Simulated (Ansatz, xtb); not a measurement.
**Two isomers of C5H6F2OS**

Structure X is `FC1(F)OCC12CSC2`, a singlet and structure Y is `C=C1OC(F)(F)CCS1`, a singlet. Both are isolated molecules in the gas phase, relaxed with PBE-D3(BJ)/def2-SVP; the shapes shown needn't be the lowest conformers.

X (Å):

```yaml
atoms:
  - { symbol: C, position_ang: [-1.7008, -0.7646, -0.2588] }
  - { symbol: C, position_ang: [-0.5387, -1.4809, 1.2655] }
  - { symbol: C, position_ang: [-0.8040, -0.0444, 0.7665] }
  - { symbol: C, position_ang: [-1.3959, 0.9839, 1.7416] }
  - { symbol: C, position_ang: [0.3832, 0.8137, 0.3053] }
  - { symbol: F, position_ang: [-3.0267, -0.4686, -0.1991] }
  - { symbol: F, position_ang: [-1.3374, -0.6310, -1.5624] }
  - { symbol: O, position_ang: [-1.4212, -2.0300, 0.2384] }
  - { symbol: S, position_ang: [0.2195, 1.8965, 1.8042] }
  - { symbol: H, position_ang: [0.5018, -1.8473, 1.1442] }
  - { symbol: H, position_ang: [-0.9106, -1.7118, 2.2853] }
  - { symbol: H, position_ang: [-1.7471, 0.5871, 2.7142] }
  - { symbol: H, position_ang: [-2.1981, 1.5963, 1.2822] }
  - { symbol: H, position_ang: [1.3547, 0.2903, 0.2099] }
  - { symbol: H, position_ang: [0.1709, 1.3696, -0.6304] }
```

Y (Å):

```yaml
atoms:
  - { symbol: C, position_ang: [-1.2763, -2.3689, 2.1268] }
  - { symbol: C, position_ang: [-1.1119, -1.1103, 1.6777] }
  - { symbol: C, position_ang: [-1.7006, 0.2083, -0.2245] }
  - { symbol: C, position_ang: [-0.7572, 1.3605, 0.0873] }
  - { symbol: C, position_ang: [0.5377, 0.8610, 0.7174] }
  - { symbol: F, position_ang: [-1.1140, -0.6247, -1.1488] }
  - { symbol: F, position_ang: [-2.8508, 0.6672, -0.7680] }
  - { symbol: O, position_ang: [-2.0916, -0.5430, 0.8775] }
  - { symbol: S, position_ang: [0.1968, -0.0590, 2.2697] }
  - { symbol: H, position_ang: [-0.5341, -2.8206, 2.7969] }
  - { symbol: H, position_ang: [-2.1779, -2.9321, 1.8478] }
  - { symbol: H, position_ang: [-0.5523, 1.8886, -0.8660] }
  - { symbol: H, position_ang: [-1.2870, 2.0558, 0.7678] }
  - { symbol: H, position_ang: [1.0924, 0.2083, 0.0134] }
  - { symbol: H, position_ang: [1.1953, 1.7024, 1.0079] }
```

Estimate E(Y) − E(X) at the level CCSD(T)/def2-SVP + ΔMP2/def2-TZVPP.

Calculated at CCSD(T)/def2-SVP + ΔMP2/def2-TZVPP: E(Y) − E(X) = −17.5 kcal/mol, so structure Y lies lower.

How the difference moves with the method:

```csv
level,geometry,E(Y) − E(X) (kcal/mol),departure from the last row (kcal/mol),"job, with rough time for the two"
GFN2-xTB,GFN2-xTB,−7.4,+10.1,"optimisation, 0.36 s"
HF/STO-3G,GFN2-xTB,+3.2,+20.7,"single point, 0.58 s"
r2SCAN-D4/def2-SVP,GFN2-xTB,−20.2,−2.7,"single point, 5.4 s"
PBE-D3(BJ)/def2-SVP,PBE-D3(BJ)/def2-SVP,−17.2,+0.4,"optimisation, 55 s"
HF/def2-SVP,PBE-D3(BJ)/def2-SVP,−19.8,−2.3,part of the CCSD(T) run
MP2/def2-SVP,PBE-D3(BJ)/def2-SVP,−17.7,−0.2,part of the CCSD(T) run
CCSD(T)/def2-SVP,PBE-D3(BJ)/def2-SVP,−18.2,−0.7,single point
CCSD(T)/def2-SVP + ΔMP2/def2-TZVPP,PBE-D3(BJ)/def2-SVP,−17.5,,"single point, 3.2 min"
```

As drawn, Y has 1 C=C in place of 2 C–C. Structure X has 2 4-membered rings, Y a 6-membered ring.

HF/STO-3G puts the two in the other order. The largest departure from CCSD(T)/def2-SVP + ΔMP2/def2-TZVPP is that of HF/STO-3G, 20.7 kcal/mol. The last row adds to CCSD(T) the change of the MP2 difference between the two basis sets, here +0.7 kcal/mol.

With thermal terms from frequencies at re-optimised GFN2-xTB minima (ideal gas, soft modes damped towards free rotors, one conformer each, 298.15 K, 1 atm): the zero-point term adds −0.8 kcal/mol; ΔH is −18.1 and ΔG −18.4 kcal/mol.

The correlated steps freeze 13 core orbitals. Programs: Ansatz 0.2.0, xtb 6.7.1; the last row on 4 threads of Arm Neoverse V1 on a shared host.
